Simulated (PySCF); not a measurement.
Correlation energy of Yb⁵³⁺ (ytterbium, charge +53)

[Ne] 3s2 3p5, 2P determinant. Computed with PySCF 2.14 in an uncontracted even-tempered set (17 s from 13 bohr⁻², ratio 2.5; 12 p from 17 bohr⁻², ratio 2.5; 4 d from 69 bohr⁻², ratio 2.7; 4 f from 100 bohr⁻², ratio 2.7), with the spin-free X2C one-electron Hamiltonian (Gaussian nucleus). Frozen: 1s2; 15 electrons correlated; the 20 highest virtual orbitals of each spin left out.

| level | correlation energy (mhartree) |
| --- | --- |
| CCSD | -655.24 |
| (T) | -0.75 |
| CCSD(T) | -655.99 |

Diagnostics: T1 = 0.00031, D1 = 0.0014, largest double amplitude 0.016.

Spin-orbit coupling, absent here, splits the open shell strongly.

Cost of the coupled-cluster step: about 50 core-seconds, for 15 correlated electrons.

At this charge the one-electron X2C treatment keeps the bare 1/r₁₂, with no two-electron picture change or Breit term. The effect here is smaller than on the frozen 1s shell; and a scalar Hamiltonian misses the large spin-orbit splitting of the p shells, which matters for ns² → np² pairs.
